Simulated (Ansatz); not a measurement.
## Abstraction of H: C2H8GaN + Si(SiH2)F3 → C2H7GaN + Si(SiH3)F3

Species: C2H8GaN `C[CH2][GaH][NH2]`, singlet; Si(SiH2)F3, doublet; C2H7GaN `C[CH2][Ga][NH2]`, doublet; Si(SiH3)F3, singlet. A radical takes H: the energy is the difference in strength between the Ga–H bond broken and the Si–H bond made.

Shapes, held fixed at every level: PBE0-D4/def2-TZVP. Flexible molecules stand in one conformer, not always the lowest. Programs: Ansatz 0.2.0. Electronic energies: no zero-point or thermal term.

Task: Estimate ΔE of this reaction.

Result: The highest level, CCSD(T)/def2-TZVPP, gives ΔE = -28.4 kJ/mol; the levels span -35.7 to -27.7. The column of differences is taken from that level and isn't an error. No measured value is set beside it here. Open shells run unrestricted. Relativity is left out for Ga. Outer-core shells of Ga are correlated, in sets that cover them unevenly. Times are processor times on shared x86 and Arm servers, and rough.

```csv
level,kind,ΔE (kJ/mol),less CCSD(T)/def2-TZVPP,CPU time (sum over the molecules)
HF/def2-TZVPP,Hartree–Fock,-34.0,-5.6,–
r2SCAN-D4/def2-TZVPP,meta-GGA,-27.9,+0.5,86 s
B3LYP-D4/def2-TZVPP,global hybrid,-35.4,-7.0,79 s
wB97M-V/def2-TZVPP,range-separated hybrid,-35.7,-7.3,3.1 min
wB97X-V/def2-TZVPP,range-separated hybrid,-30.8,-2.4,2.3 min
B2PLYP/def2-TZVPP,double hybrid,-34.4,-6.0,97 s
CCSD/def2-TZVPP,coupled cluster or CI,-27.7,+0.7,–
CCSD(T)/def2-TZVPP,coupled cluster or CI,-28.4,0.0,35 min
```
